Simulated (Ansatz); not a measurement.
`OC(Cl)C[SiH3]` at its PBE0-D4/def2-TZVP geometry, where that method's forces vanish. Total charge 0; spin multiplicity 1.

```xyz
12

O     2.0585   -0.7088    0.8109
C     1.0951   -0.2749   -0.0712
Cl    0.7844   -1.5457   -1.3519
C    -0.1752    0.0191    0.6765
Si   -1.6232    0.5795   -0.3932
H     2.8846   -0.8437    0.3357
H     1.4306    0.5835   -0.6600
H     0.0493    0.8074    1.4034
H    -0.4605   -0.8693    1.2477
H    -2.2979   -0.5609   -1.0574
H    -1.1413    1.5393   -1.4229
H    -2.6043    1.2745    0.4824
```

Task: What forces (eV/Å) does r2SCAN-D4/def2-TZVPP give on these atoms in the Gaussian-basis code of Ansatz? (Estimate.)

Result: The calculation gave: 
```
O1   0.148 -0.090  0.239
C2  -0.040  0.320 -0.005
Cl3 -0.057 -0.249 -0.251
C4  -0.106  0.018  0.063
Si5 -0.054  0.012 -0.029
H6   0.043 -0.003 -0.036
H7   0.009  0.005 -0.009
H8   0.013 -0.008  0.005
H9   0.014  0.002  0.006
H10  0.014  0.029  0.014
H11 -0.006 -0.022  0.022
H12  0.022 -0.014 -0.020
```
